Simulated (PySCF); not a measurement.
Constitutional and geometric isomers with formula C2H6Si. Isolated molecules, 0 K electronic values unless said otherwise. Strings in code marks are SMILES.

All values below come from PBE0-D3(BJ)/def2-TZVP in PySCF 2.14.0. Excitations are Tamm–Dancoff values on a coarser integration grid. The basis has no diffuse functions, so Rydberg states are missing or too high.

```tsv
species	brightest of the four lowest singlets (TDA) (eV)	S1–T1 gap (TDA) (eV)	S1 excitation (TDA) (eV)	S1 oscillator strength	HOMO–LUMO gap (eV)
`CC=[SiH2]`	5.31	?	5.31	0.430	5.13
`C=[SiH]C`	5.70	2.89	5.70	?	5.58
`C=C[SiH3]`	7.55	2.56	6.80	0.002	7.54
`[SiH2]1CC1`	6.54	1.60	?	?	?
```

### Question
Complete the blanks.

### Answer

- `CC=[SiH2]`, S1–T1 gap (TDA) (eV): 2.90
- `C=[SiH]C`, S1 oscillator strength: 0.349
- `[SiH2]1CC1`, S1 excitation (TDA) (eV): 6.51
- `[SiH2]1CC1`, S1 oscillator strength: 0.020
- `[SiH2]1CC1`, HOMO–LUMO gap (eV): 7.23
